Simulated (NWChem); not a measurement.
System: CH4Al, doublet; SMILES [CH3][AlH]

```xyz
6

Al    -0.0256     0.7447     0.4202
C     -0.0064    -1.1947     0.0734
H      0.2342    -1.3751    -0.9897
H     -1.0159    -1.6092     0.2456
H      0.7080    -1.7613     0.6886
H     -1.0495     1.6487    -0.4368
```
Atoms are numbered in this order, from 1.

Results from NWChem. Pople sets run with spherical d functions. Spin-unrestricted. Coordinates come from a PBE0/def2-SVP, spin-unrestricted optimisation. This spin state was assumed; another may lie lower. No stability test was run on the SCF state. Vzz is the largest principal value of the second derivative of the potential at the nucleus (NWChem prints the opposite sign); η is the asymmetry. Non-relativistic.

```json
[
 {"level": "PBE/6-31G*", "Vzz Al1 (a.u.)": "1.000", "η Al1": "0.46", "relative time": "1"},
 {"level": "PBE/def2-TZVP", "Vzz Al1 (a.u.)": "1.244", "η Al1": "0.56", "relative time": "3"},
 {"level": "PBE0/def2-TZVP", "Vzz Al1 (a.u.)": "1.266", "η Al1": "0.54", "relative time": "3"},
 {"level": "PBE0/cc-pVTZ", "Vzz Al1 (a.u.)": "1.258", "η Al1": "0.58", "relative time": "7"}
]
```

Relative times are rough (shared machine, one core).
